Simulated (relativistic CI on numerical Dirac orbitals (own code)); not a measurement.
Electric-dipole transitions in Yb XXV

Calculated at this level of theory: Dirac-Coulomb-Breit CI, orbitals from a KLI potential per configuration, QED by a radiative potential, unscaled Slater integrals (own radial code, finite nucleus).

Configuration list (outside the closed core [Ar] 3d10): 4s²4p⁶4d¹⁰, 4s²4p⁶4d⁹4f, 4s²4p⁵4d¹⁰4f, 4s²4p⁶4d⁹5s, 4s4p⁶4d¹⁰4f, 4s²4p⁶4d⁹5p, 4s²4p⁶4d⁹5d, 4s²4p⁵4d¹⁰5s, 4p⁶4d¹⁰4f², 4p⁶4d⁹4f³, 4p⁵4d¹⁰4f³, 4p⁶4d⁹4f²5s, 4p⁶4d⁹4f²5p, 4p⁶4d⁹4f²5d. Double excitations out of closed p, d and f shells are left out; levels of such configurations are missing from the list, as are those of other unlisted configurations, and high levels can miss mixing partners. These lack a partner that the ground configuration has and come out too high: 4s²4p⁵4d¹⁰5s.

```tsv
λ vac (Å)	Lower	Upper	A (s⁻¹)	log gf	S velocity/length
27.362	4s²4p⁶4d¹⁰ ¹S0 [1]	4s²4p⁵4d¹⁰5s ¹P°1 [69]	1.31e+12	-0.35	0.91
36.733	4s²4p⁶4d¹⁰ ¹S0 [1]	4s²4p⁶4d⁹5p ¹P°1 [31]	1.05e+12	-0.20	0.98
53.748	4s²4p⁶4d¹⁰ ¹S0 [1]	4s²4p⁶4d⁹4f ¹P°1 [21]	5.62e+12	0.86	0.64
55.073	4s²4p⁶4d⁹4f ³H°6 [6]	4s²4p⁶4d⁹5d ³G5 [51]	1.56e+11	-0.11	0.90
55.732	4s²4p⁶4d⁹4f ³H°5 [5]	4s²4p⁶4d⁹5d ³G4 [47]	1.62e+11	-0.17	0.90
55.754	4s²4p⁶4d⁹4f ¹D°2 [15]	4s²4p⁵4d¹⁰4f ³D3 [58]	3.41e+11	0.05	0.84
56.258	4s²4p⁶4d⁹5s ³D2 [25]	4s²4p⁵4d¹⁰5s ³P°1 [75]	1.55e+12	0.34	0.79
56.322	4s²4p⁶4d⁹4f ¹H°5 [17]	4s²4p⁵4d¹⁰4f ³G4 [60]	1.16e+12	0.70	0.86
56.461	4s²4p⁶4d⁹4f ³H°4 [14]	4s²4p⁵4d¹⁰4f ³G3 [56]	1.15e+12	0.58	0.86
57.147	4s²4p⁶4d⁹4f ³G°4 [19]	4s²4p⁵4d¹⁰4f ³G4 [60]	3.56e+11	0.20	0.89
57.417	4s²4p⁶4d⁹4f ³G°4 [19]	4s²4p⁵4d¹⁰4f ³D3 [58]	5.18e+11	0.25	0.85
68.763	4s²4p⁶4d⁹4f ¹D°2 [8]	4s²4p⁵4d¹⁰4f ¹D2 [45]	3.02e+11	0.03	0.78
70.286	4s²4p⁶4d⁹4f ³P°2 [4]	4s²4p⁵4d¹⁰4f ³F3 [42]	1.20e+11	-0.21	0.78
70.382	4s²4p⁶4d⁹4f ³P°1 [3]	4s²4p⁵4d¹⁰4f ³D2 [36]	1.64e+11	-0.21	0.79
71.122	4s²4p⁶4d⁹4f ³F°4 [10]	4s²4p⁵4d¹⁰4f ³F4 [44]	2.45e+11	0.22	0.85
71.552	4s²4p⁶4d⁹4f ³P°1 [3]	4s²4p⁵4d¹⁰4f ³D1 [34]	2.54e+11	-0.23	0.82
71.557	4s²4p⁶4d⁹4f ³G°4 [9]	4s²4p⁵4d¹⁰4f ¹F3 [43]	1.48e+11	-0.10	0.83
71.583	4s²4p⁶4d⁹5s ¹D2 [23]	4s²4p⁵4d¹⁰5s ¹P°1 [69]	8.77e+11	0.31	0.75
71.656	4s²4p⁶4d⁹4f ³H°5 [5]	4s²4p⁵4d¹⁰4f ³G4 [39]	6.41e+11	0.65	0.82
71.730	4s²4p⁶4d⁹5s ³D3 [22]	4s²4p⁵4d¹⁰5s ³P°2 [68]	8.50e+11	0.52	0.73
71.762	4s²4p⁶4d⁹4f ³P°2 [4]	4s²4p⁵4d¹⁰4f ³D2 [36]	2.42e+11	-0.03	0.84
71.801	4s²4p⁶4d⁹4f ³G°5 [11]	4s²4p⁵4d¹⁰4f ³F4 [44]	4.88e+11	0.53	0.82
71.838	4s²4p⁶4d⁹4f ³H°6 [6]	4s²4p⁵4d¹⁰4f ³G5 [40]	6.29e+11	0.73	0.83
71.843	4s²4p⁶4d⁹4f ³F°3 [7]	4s²4p⁵4d¹⁰4f ³F3 [42]	2.34e+11	0.10	0.86
72.156	4s²4p⁶4d⁹4f ³G°4 [9]	4s²4p⁵4d¹⁰4f ³F3 [42]	3.79e+11	0.32	0.82
72.277	4s²4p⁶4d⁹4f ³F°4 [10]	4s²4p⁵4d¹⁰4f ¹F3 [43]	2.58e+11	0.15	0.82
73.365	4s²4p⁶4d⁹4f ³D°3 [13]	4s²4p⁵4d¹⁰4f ¹F3 [43]	2.35e+11	0.12	0.87
73.385	4s²4p⁶4d⁹4f ³F°3 [7]	4s²4p⁵4d¹⁰4f ³D2 [36]	3.01e+11	0.08	0.83
74.375	4s²4p⁶4d⁹4f ³G°5 [11]	4s²4p⁵4d¹⁰4f ³G5 [40]	1.04e+11	-0.02	0.89
79.489	4s²4p⁵4d¹⁰4f ³G5 [40]	4s4p⁶4d¹⁰4f ³F°4 [72]	3.64e+11	0.49	0.90
148.55	4s²4p⁶4d⁹5p ³P°2 [26]	4s²4p⁶4d⁹5d ³F3 [49]	6.53e+10	0.18	1.01
150.13	4s²4p⁶4d⁹5p ³P°2 [26]	4s²4p⁶4d⁹5d ³D2 [48]	1.27e+11	0.33	0.95
150.22	4s²4p⁶4d⁹5p ³F°3 [27]	4s²4p⁶4d⁹5d ³F3 [49]	8.62e+10	0.31	0.96
151.26	4s²4p⁶4d⁹5p ³F°2 [28]	4s²4p⁶4d⁹5d ³G3 [59]	1.31e+11	0.50	0.99
153.08	4s²4p⁶4d⁹5p ³F°3 [27]	4s²4p⁶4d⁹5d ³G4 [47]	1.54e+11	0.69	1.01
155.02	4s²4p⁶4d⁹5p ³P°2 [26]	4s²4p⁶4d⁹5d ³S1 [46]	1.47e+11	0.20	1.01
187.42	4s²4p⁶4d⁹5p ¹D°2 [32]	4s²4p⁶4d⁹5d ³D3 [52]	5.51e+10	0.31	0.99
188.23	4s²4p⁶4d⁹5p ³F°3 [38]	4s²4p⁶4d⁹5d ³G4 [64]	9.39e+10	0.65	0.98
188.44	4s²4p⁶4d⁹5p ³D°2 [41]	4s²4p⁶4d⁹5d ³F3 [66]	7.91e+10	0.47	0.99
189.12	4s²4p⁶4d⁹5p ³F°4 [30]	4s²4p⁶4d⁹5d ³G5 [51]	1.04e+11	0.79	0.99
189.49	4s²4p⁶4d⁹5p ³D°3 [33]	4s²4p⁶4d⁹5d ³F4 [54]	7.42e+10	0.56	1.00
206.74	4s²4p⁶4d⁹5s ³D3 [22]	4s²4p⁶4d⁹5p ³D°3 [33]	3.32e+10	0.17	1.00
215.21	4s²4p⁶4d⁹5s ¹D2 [23]	4s²4p⁶4d⁹5p ¹D°2 [32]	4.23e+10	0.17	0.97
215.34	4s²4p⁶4d⁹5s ³D2 [25]	4s²4p⁶4d⁹5p ³F°3 [38]	5.17e+10	0.40	1.00
215.45	4s²4p⁶4d⁹5s ³D3 [22]	4s²4p⁶4d⁹5p ³F°4 [30]	5.22e+10	0.51	0.99
```

Terms are leading LS components. Brackets give the number of a level in order of energy, since labels repeat. The list gives strong lines, with weight on those to low levels, among the lowest 75 of 2548 levels, so that lines to higher ones, which can be the strongest, are missing. Levels whose partners in the same complex of configurations lie outside the list can be far off, and so can their lines. Rates are taken at the computed energies, electric ones in the length gauge. A velocity-to-length ratio far from 1 marks an uncertain rate.

At this charge energies of transitions that change n are usually good to better than 1 %, and those within a shell (Δn = 0) to a few per cent.

LS names give the leading component of a level, which can be under half, so a name can repeat, a term be missing and a line seem to break the LS rules.
